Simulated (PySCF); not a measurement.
Species: C6H7PS.
Z-matrix (Å and degrees, GFN2-xTB geometry), rows numbered from 1:
```
C 
C   1  1.4877
P   2  1.6770  1  123.00
C   3  1.8025  2  102.12  1  -179.99
C   4  1.3706  3  123.40  2   179.90
C   5  1.4078  4  113.57  3   179.99
C   6  1.3581  5  112.35  4    -0.01
S   7  1.7149  6  112.49  5     0.02
H   1  1.0878  2  111.28  3    -0.02
H   1  1.0913  2  110.31  3   120.87
H   1  1.0913  2  110.28  3  -120.97
H   2  1.0839  1  115.93  3  -179.98
H   5  1.0759  4  122.52  3    -0.01
H   6  1.0755  5  123.98  4   179.99
H   7  1.0720  6  128.66  5   179.95
```

Level of theory: PySCF, TDDFT B3LYP/def2-SVPD, vertical, gas phase, core orbitals frozen in the response.

A / s⁻¹ = 0.6670 f (ν̃ / cm⁻¹)² and τ = 1/A in vacuum; |μ| follows from f = (2/3) ΔE |μ|² (atomic units, 1 au = 2.5417 D); ∫σ dE = 109.76 f Mb·eV.

Only emission to the ground state at the vertical energy is counted.

Energies and rates of the computed singlets with f of 0.002 or more:

```tsv
state	E (eV)	A (s⁻¹)
S1	3.91	1.56×10⁸
S2	4.60	4.80×10⁶
S3	4.68	6.87×10⁷
S7	5.82	1.53×10⁸
S8	5.94	7.60×10⁶
```

Q: Go back from the rates to the oscillator strengths and transition dipoles.

A: f = A / (0.6670 ν̃²), and |μ| follows from f:

| state | f | \|μ\| (D) | τ | main configurations (H = HOMO, L = LUMO) |
| --- | --- | --- | --- | --- |
| S1 | 0.236 | 3.99 | 6.4 ns | H→L (94%) |
| S2 | 0.0052 | 0.55 | 210 ns | H-2→L (99%) |
| S3 | 0.072 | 2.02 | 15 ns | H-1→L (94%) |
| S7 | 0.104 | 2.17 | 6.5 ns | H-3→L (54%), H→L+1 (38%) |
| S8 | 0.0050 | 0.47 | 130 ns | H→L+4 (94%) |

Q: Suppose S1 emitted 0.3 eV lower with the same transition dipole. How would A change?

A: At fixed |μ|, A goes as the cube of the energy: (3.61/3.91)³ = 0.79, which makes τ about 8.1 ns.

Q: How much energy does a mole of photons resonant with S1 carry?

A: 3.910 eV × 96.485 = 377 kJ/mol (90 kcal/mol).

Q: What is the integrated cross-section of all computed states together?

A: Σf = 0.425 over S1 to S8, so 109.76 × Σf ≈ 46.6 Mb·eV.

One conformer stands for the species.
